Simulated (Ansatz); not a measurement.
Gas-phase electronic energies from Ansatz, PBE0-D4/def2-TZVP geometries. CCSD(T)/CBS adds triple-zeta CCSD(T) − MP2 to the extrapolated MP2 energy (def2 sets, frozen cores). DFT in def2-TZVPP. B3LYP here is the variant with VWN-RPA as its local correlation; programs differ in this. HSE06 is defined as in plane-wave codes. For Ge outer-core shells are correlated without core-valence functions, which leaves a few kJ/mol of doubt a bond. Scalar relativity is left out up to krypton. One conformer a species, not always the lowest.

Reaction (substitution at a C–Ge bond): `C[CH2][Ge][Cl]` + `OCF` → `CCOCF` + `[Cl][GeH]`

```csv
level,ΔE (kJ/mol),difference from CCSD(T)/CBS
HSE06-D4,64.3,-4.6
ωB97X-V,55.9,-13.0
PBE-QIDH,65.9,-3.0
PBE,61.4,-7.5
BLYP,53.2,-15.7
PBE0,61.3,-7.6
B3LYP,53.6,-15.3
BHLYP,50.9,-18.0
RPA@PBE/def2-TZVPP,54.9,-14.0
HF/def2-SVP,36.4,-32.5
CCSD/def2-SVP,45.0,-23.9
CCSD(T)/def2-SVP,45.8,-23.1
HF/def2-TZVPP,41.8,-27.1
HF/CBS(def2),40.8,-28.1
MP2/CBS(def2),79.7,10.8
CCSD/CBS(def2),66.4,-2.5
CCSD(T)/CBS,68.9,0
```

Largest T1 diagnostic among the species: 0.013.

At CCSD(T), def2-SVP lies −23.1 kJ/mol from the extrapolated value and def2-TZVPP −5.7 kJ/mol. The D4 term adds +5.7 kJ/mol with B3LYP and +2.9 kJ/mol with PBE0; it sums over pairs of atoms, weighted by their polarisabilities, and B3LYP, whose exchange is more repulsive, gets the larger term. Leaving LDA and LC-ωPBE aside and taking each functional with its dispersion term where it has one, the values, not all of them listed here, spread over 13.5 kJ/mol, from B97M-V to PBE-QIDH.
